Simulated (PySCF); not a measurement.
trans-(1R,2R)-1-chloro-2-fluorocyclopropane (C3H4ClF), SMILES [C@H]1(C[C@H]1Cl)F. The structure is a stationary point at PBE0-D3(BJ)/def2-SVP.

Computed equilibrium geometry at PBE0-D3(BJ)/def2-SVP (PySCF confirms it by a frequency run) as bond lengths and angles:
Atoms: F1 C2 C3 C4 Cl5 H6 H7 H8 H9. Bond lengths (Å): F1–C2 1.352, C2–C3 1.491, C2–C4 1.486, C2–H6 1.095, C3–C4 1.503, C3–H7 1.093, C3–H8 1.093, C4–Cl5 1.754, C4–H9 1.093. Angles (°): F1–C2–C3 118.5, F1–C2–C4 117.9, F1–C2–H6 112.9, C3–C2–C4 60.7, C3–C2–H6 119.2, C4–C2–H6 118.4, C2–C3–C4 59.5, C2–C3–H7 117.5, C2–C3–H8 117.9, C4–C3–H7 116.4, C4–C3–H8 118.4, H7–C3–H8 115.6, C2–C4–C3 59.9, C2–C4–Cl5 120.0, C2–C4–H9 116.8, C3–C4–Cl5 120.4, C3–C4–H9 117.5, Cl5–C4–H9 112.8.
Charge 0, spin multiplicity 1.
